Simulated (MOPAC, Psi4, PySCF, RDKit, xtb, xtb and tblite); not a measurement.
Two geometries of SMILES OB(O)[SiH2][SiH2]c1ccco1 (C₄H₉BO₃Si₂), relaxed at GFN2-xTB with one dihedral held; other torsions can differ between them too.

Structure A

```
19

O     -3.5785    -1.6379     0.5760
B     -2.3287    -1.2557     0.2345
O     -1.3050    -2.0368     0.6742
Si    -2.1242     0.4137    -0.8019
Si    -0.8307     2.0086     0.2927
C      0.8751     1.2328     0.4936
C      2.1296     1.7162     0.7369
C      3.0097     0.6093     0.7536
C      2.2346    -0.4820     0.5175
O      0.9480    -0.1223     0.3579
H     -3.6299    -2.4439     1.0956
H     -0.4155    -1.7347     0.4866
H     -3.3957     1.0469    -1.1859
H     -1.4501     0.1842    -2.1018
H     -1.2595     2.3738     1.6553
H     -0.5778     3.2923    -0.3735
H      2.3871     2.7445     0.8859
H      4.0680     0.6226     0.9171
H      2.4691    -1.5262     0.4420
```

Structure B

```
19

O      3.7248    -1.0206     0.9306
B      2.9960    -1.0460    -0.2067
O      3.1337    -2.1409    -1.0006
Si     1.8373     0.5120    -0.5838
Si     1.9625     1.2649    -2.7832
C      1.4034    -0.1579    -3.8848
C      0.7883    -0.2446    -5.1015
C      0.6104    -1.6191    -5.3851
C      1.1278    -2.2861    -4.3203
O      1.6074    -1.4198    -3.4082
H      4.2760    -1.7929     1.0784
H      2.6416    -2.1534    -1.8237
H      0.4060     0.2035    -0.3555
H      2.0770     1.6654     0.2982
H      1.1131     2.3887    -3.1942
H      3.3115     1.6195    -3.2629
H      0.4997     0.5814    -5.7181
H      0.1610    -2.0499    -6.2565
H      1.2128    -3.3322    -4.0989
```

Q: Which is lower in energy at the level Psi4 1.11 with B3LYP-D3(BJ)/def2-SVP // GFN2-xTB, and by how much?

A: B is lower, by 0.97 kcal/mol (dihedral O1–B2–Si4–Si5: 120° in A, 135° in B).

E(B) − E(A) in kcal/mol at the other levels, on the same two geometries: GFN2-xTB (xtb and tblite) -0.12; B3LYP/def2-SVP // GFN2-xTB (Psi4) -1.02; PBE/def2-SVP // GFN2-xTB (Psi4) -0.99; PBE-D3(BJ)/def2-SVP // GFN2-xTB (Psi4) -0.96; UFF // GFN2-xTB (RDKit) 4.81; PM3, restricted, heats of formation // GFN2-xTB (MOPAC) -0.61; PM6, restricted, heats of formation // GFN2-xTB (MOPAC) -0.63; GFN1-xTB // GFN2-xTB (xtb) 0.13; restricted B3LYP/6-31G*, spherical d, density fitting // GFN2-xTB (PySCF) -1.08.
